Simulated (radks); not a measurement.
The rhenium ion Re3+, 72 electrons, occupied as [Xe] 4f14 5d4. Method: Dirac Kohn-Sham, exchange-only PBE, spin-unpolarised, spherical densities, finite nucleus; open shells fill j = l - 1/2 first; Fermi nuclear charge, rms radius 5.3698 fm; computed with a radial shooting solver on a logarithmic mesh with Libxc functionals.

Normalised radial functions P(r) = r R(r) (large component), r in bohr:

| r | 4d5/2 | 5p1/2 | 4f5/2 |
|---|---|---|---|
| 0.0007738 | 0.0000 | 0.0052 | 0.0000 |
| 0.001032 | 0.0000 | 0.0070 | 0.0000 |
| 0.001377 | 0.0000 | 0.0096 | 0.0000 |
| 0.001836 | 0.0001 | 0.0132 | 0.0000 |
| 0.002449 | 0.0002 | 0.0185 | 0.0000 |
| 0.003266 | 0.0004 | 0.0261 | 0.0000 |
| 0.004356 | 0.0008 | 0.0373 | 0.0000 |
| 0.00581 | 0.0019 | 0.0534 | 0.0000 |
| 0.007749 | 0.0042 | 0.0765 | 0.0000 |
| 0.01034 | 0.0092 | 0.1084 | 0.0001 |
| 0.01379 | 0.0199 | 0.1499 | 0.0003 |
| 0.01839 | 0.0416 | 0.1991 | 0.0009 |
| 0.02452 | 0.0840 | 0.2474 | 0.0025 |
| 0.03271 | 0.1616 | 0.2755 | 0.0068 |
| 0.04362 | 0.2918 | 0.2522 | 0.0173 |
| 0.05818 | 0.4840 | 0.1435 | 0.0423 |
| 0.0776 | 0.7145 | -0.0579 | 0.0970 |
| 0.1035 | 0.8924 | -0.2877 | 0.2055 |
| 0.138 | 0.8507 | -0.3912 | 0.3946 |
| 0.1841 | 0.4233 | -0.2087 | 0.6732 |
| 0.2456 | -0.3703 | 0.2241 | 0.9983 |
| 0.3275 | -1.1922 | 0.5629 | 1.2619 |
| 0.4369 | -1.5688 | 0.4074 | 1.3373 |
| 0.5827 | -1.3337 | -0.2333 | 1.1809 |
| 0.7771 | -0.7811 | -0.8861 | 0.8702 |
| 1.036 | -0.3108 | -1.0966 | 0.5318 |
| 1.382 | -0.0790 | -0.8363 | 0.2632 |
| 1.844 | -0.0116 | -0.4233 | 0.1013 |
| 2.459 | -0.0008 | -0.1384 | 0.0284 |
| 3.28 | 0.0000 | -0.0268 | 0.0052 |
| 4.375 | 0.0000 | -0.0026 | 0.0005 |
| 5.835 | 0.0000 | -0.0001 | 0.0000 |

4d5/2: eigenvalue -277.27 eV, 1 radial node at r = 0.217 bohr, <r> = 0.505 bohr, 90 % of the charge inside 0.756 bohr. 5p1/2: eigenvalue -82.794 eV, 3 radial nodes at r = 0.0721, 0.214, 0.532 bohr, <r> = 1.13 bohr, 90 % of the charge inside 1.65 bohr. 4f5/2: eigenvalue -71.554 eV, 0 radial nodes, <r> = 0.576 bohr, 90 % of the charge inside 0.947 bohr.
